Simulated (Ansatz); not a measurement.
`CC(C)(C)[O][Ge][F]` + `BSB` → `BSBC` + `CC(C)[O][Ge][F]`  (formal exchange of groups at a C–C bond)

Computed with Ansatz on PBE0-D4/def2-TZVP structures; ΔE is electronic, products minus reactants. CCSD(T)/CBS is the MP2 limit (def2-TZVPP, def2-QZVPP) plus CCSD(T) − MP2 in def2-TZVPP, frozen cores. Functionals use def2-TZVPP. B3LYP here is the variant with VWN-RPA as its local correlation; programs differ in this. For Ge outer-core shells are correlated without core-valence functions, which leaves a few kJ/mol of doubt a bond. Scalar relativity is left out up to krypton. Each species was taken in one conformer, which may not be the lowest.

| level | ΔE (kcal/mol) | difference from CCSD(T)/CBS |
| --- | --- | --- |
| PBE-D4 | -10.9 | -2.7 |
| r2SCAN-D4 | -10.3 | -2.1 |
| B3LYP-D4 | -9.9 | -1.7 |
| ωB97X-V | -8.9 | -0.7 |
| ωB97M-V | -9.2 | -1.0 |
| PBE0 | -11.3 | -3.1 |
| MP2/def2-TZVPP | -7.8 | 0.4 |
| CCSD(T)/def2-TZVPP | -8.0 | 0.2 |
| HF/def2-QZVPP | -9.7 | -1.5 |
| MP2/CBS(def2) | -8.1 | 0.1 |
| CCSD(T)/CBS | -8.2 | 0 |

Largest T1 diagnostic among the species: 0.014.

In def2-TZVPP, CCSD(T) changes the Hartree–Fock value by +1.7 kcal/mol (the triples alone add +0.3 kcal/mol) and MP2 by +1.9 kcal/mol. The D4 term adds +1.5 kcal/mol with B3LYP and +0.8 kcal/mol with PBE0; it sums over pairs of atoms, weighted by their polarisabilities, and B3LYP, whose exchange is more repulsive, gets the larger term.
